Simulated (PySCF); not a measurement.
**K (potassium, neutral): UHF calculation**

Configuration: [Ar] 3d1, 2D determinant (an excited configuration). Calculation: PySCF 2.14, in ANO-RCC-VTZP (6s5p2d1f, 38 functions); scalar relativity by spin-free X2C-1e.

* Total energy: -601.068102 hartree
* One-electron energy: -830.8758 hartree
* Hartree (Coulomb) energy: 262.9543 hartree
* Exchange energy: -33.1466 hartree
* ⟨S²⟩: 0.7527
* ⟨L²⟩: 6.023
* Sum of ⟨r⟩: 16.33 bohr
* Sum of ⟨r²⟩: 24.71 bohr²
* Traceless quadrupole moment −½Σ⟨3z² − r²⟩ along its main axis: 0.942 e·bohr²
* Langevin diamagnetic susceptibility: -19.6 ×10⁻⁶ cm³/mol

| shell | electrons | mean orbital energy (hartree) | spread (hartree) | rms radius, mean of both spins (bohr) |
| --- | --- | --- | --- | --- |
| 1s β | 1 | -133.92013 | 0 | 0.0937 |
| 1s α | 1 | -133.91909 | 0 | 0.0937 |
| 2s α | 1 | -14.34854 | 0 | 0.418 |
| 2s β | 1 | -14.34501 | 0 | 0.418 |
| 2p α | 3 | -11.27675 | 0.00388 | 0.387 |
| 2p β | 3 | -11.27292 | 0.00955 | 0.387 |
| 3s α | 1 | -1.52382 | 0 | 1.40 |
| 3s β | 1 | -1.47272 | 0 | 1.40 |
| 3p α | 3 | -0.74815 | 0.04002 | 1.64 |
| 3p β | 3 | -0.68135 | 0.05402 | 1.64 |
| 3d α | 1 | 0.20641 | 0 | 1.87 |

At UHF the highest occupied level has a positive energy, so only the finite basis holds that electron; for this excited configuration the basis is too tight for the outer shell.

Densities and radii are taken from the X2C orbitals without a picture-change correction, which distorts them close to the nucleus.

Spin-orbit constants ζ (cm⁻¹) from the X2C one-electron operator on these orbitals: bare nucleus, nucleus screened by l(l+1)(2l+1)/3 electrons, and screened by the Breit-Pauli mean field of the electrons.

| shell | bare | screened nucleus | mean field |
| --- | --- | --- | --- |
| 2p | 16920 | 15140 | 14340 |
| 3p | 1330 | 1190 | 1114 |
| 3d | 61.06 | 28.93 | 17.43 |

To first order the Landé constant is A = 17.43 cm⁻¹, so the lowest level has J = 3/2 and lies 0.00324 eV below the centre of the term.
